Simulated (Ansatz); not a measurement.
Reactions of CF3NOSi (`O=C=N[Si](F)(F)F`).

Calculated with Ansatz (gas phase, PBE0-D4/def2-TZVP geometries, no zero-point term in ΔE). CCSD(T)/CBS is the MP2 limit (def2-TZVPP, def2-QZVPP) plus CCSD(T) − MP2 in def2-TZVPP, frozen cores. This one scheme is used for every species, atoms too. Open shells (•) are unrestricted, without spin–orbit coupling. Spin–orbit coupling would lower the free atoms: a little for C, F, O, Si. def2 core potentials past Kr. For Br, I outer-core shells are correlated without core-valence functions, so the limit isn't a true one: a few kJ/mol of doubt a bond, and 10 to 20 or more in all where bonds break to atoms. Scalar relativity is left out up to krypton. Each species was taken in one conformer, which may not be the lowest.

Task: Order these by ΔE at CCSD(T)/CBS, lowest first. (An estimate is asked.)
A. `O=C=N[Si](F)(F)F` + `C[CH2][Al]([Cl])[Cl]` → `CC[Si](F)(F)F` + `O=C=[N][Al]([Cl])[Cl]`
B. `O=C=N[Si](F)(F)F` + HBr → `F[Si](F)(F)Br` + `N=C=O`
C. `O=C=N[Si](F)(F)F` + `CO[SiH2]F` → `CO[Si](F)(F)F` + `O=C=N[SiH2]F`
D. `O=C=N[Si](F)(F)F` + HI → `F[Si](F)(F)I` + `N=C=O`
E. `O=C=N[Si](F)(F)F` + CH₃OH → `CO[Si](F)(F)F` + `N=C=O`
F. `O=C=N[Si](F)(F)F` → C• + 3 F• + N• + O• + Si•

Result: A (-51.8 kJ/mol), E (-18.0 kJ/mol), C (-5.9 kJ/mol), B (+14.1 kJ/mol), D (+27.9 kJ/mol), F (+3570.9 kJ/mol).

Largest T1 diagnostic: 0.018, for `N=C=O`.
